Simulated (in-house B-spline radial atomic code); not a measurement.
A fraction x of an electron is moved 4d → 4f in Tc⁵⁺, starting from [Kr] 4d2 and keeping the highest spin. Method: scalar-relativistic (X2C) OLYP, spin-polarised, spherical fractional occupations, Fermi nucleus of rms radius 4.41117 fm. Calculated with a radial B-spline atomic code at the basis-set limit.

```csv
x,E(x) - E(0) (eV),4d up level (eV),4f up level (eV)
0,0.0000,-65.364,-
0.125,4.4502,-65.814,-30.064
0.25,8.9382,-66.252,-30.199
0.375,13.4616,-66.679,-30.365
0.5,18.0151,-67.098,-30.561
0.625,22.5945,-67.509,-30.779
0.75,?,?,?
0.875,?,?,?
1,36.4591,-68.700,-31.506
```

(1) What belongs in the row x = 0.75?

(2) What belongs in the row x = 0.875?

(3) Check Janak's theorem between x = 0.125 and 0.25.

Results:

(1) An energy change of 27.1965 eV; 4d up at -67.912 eV, 4f up at -31.013 eV.

(2) An energy change of 31.8186 eV; 4d up at -68.309 eV, 4f up at -31.256 eV.

(3) The slope of the energy is 35.90 eV; the orbital levels give 35.90 eV (ε of the receiving orbital less ε of the emptying one, averaged over the two points).
